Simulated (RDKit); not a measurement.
Input for RDKit: MMFF94 on H3N2P (a complex), monomers drawn apart or pushed together.

```python
from rdkit import Chem
from rdkit.Chem import AllChem, rdDetermineBonds

blocks = [
'''2

N     0.64685212   -0.21103397   -0.51132429
N    -0.33486306    0.26386645   -0.48760990
''',
'''4

P     0.03529882    0.10130624    3.21901464
H     1.13042184    0.62612985    2.48569768
H     0.02691357   -1.11732892    2.49282421
H    -0.92829510    0.70768159    2.37279648
''',
]
mol = None
for b in blocks:
    f = Chem.MolFromXYZBlock(b)
    rdDetermineBonds.DetermineBonds(f, charge=0)
    mol = f if mol is None else Chem.CombineMols(mol, f)
Chem.SanitizeMol(mol)
print(Chem.MolToSmiles(Chem.RemoveHs(mol)))
ff = AllChem.MMFFGetMoleculeForceField(mol, AllChem.MMFFGetMoleculeProperties(mol), nonBondedThresh=100.0, ignoreInterfragInteractions=False)
e = ff.CalcEnergy()
print(f'MMFF94 energy {e:.6f} kcal/mol')
```

Output:

```
N#N.P
MMFF94 energy 55.847220 kcal/mol
```

The run finished.

Cost: about 0.010 core-seconds (a rough figure).
